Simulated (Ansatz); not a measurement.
GaAs₂, relaxed as a quartet with UKS r2SCAN-D4/def2-TZVP in Ansatz, starting from the r2SCAN-D4/def2-TZVP geometry of the neutral doublet. Force threshold 0.02 eV/Å.

The relaxation made no stability test and no search for a lower SCF solution. At r2SCAN-D4/def2-TZVP a doublet of charge 0 lies 1.09 eV below the quartet, each at its own geometry. The structure comes from a short search, and lower isomers may exist.

Start:

Cartesian coordinates in Å:
```
Ga -0.0333 -1.6194 -0.3713
As 1.0696 0.8527 -0.0978
As -1.0363 0.7667 0.4691
```

| step | energy (eV) | largest force component (eV/Å) | SCF passes |
| --- | --- | --- | --- |
| 1 | -174058.5777 | 3.235 | 23 |
| 2 | -174059.3033 | 0.557 | 29 |
| 3 | -174059.3233 | 0.271 | 24 |
| 4 | -174059.3269 | 0.066 | 26 |
| 5 | -174059.3271 | 0.004 | 27 |

Force components are those of the run's own axes.

End:

Cartesian coordinates in Å:
```
Ga -0.0286 -1.3827 -0.3170
As 1.1776 0.7390 -0.1546
As -1.1490 0.6437 0.4716
```

By distances, no bond broke or formed. The bond that changes most is Ga1–As3, from 2.72 to 2.45 Å (atoms count from 1). The end is the same structure that another start reached.

No frequencies were taken in this run, so the end may be a saddle point.

Hardware: 4 threads of Arm Neoverse V1 on a shared host. Wall time 22 s.
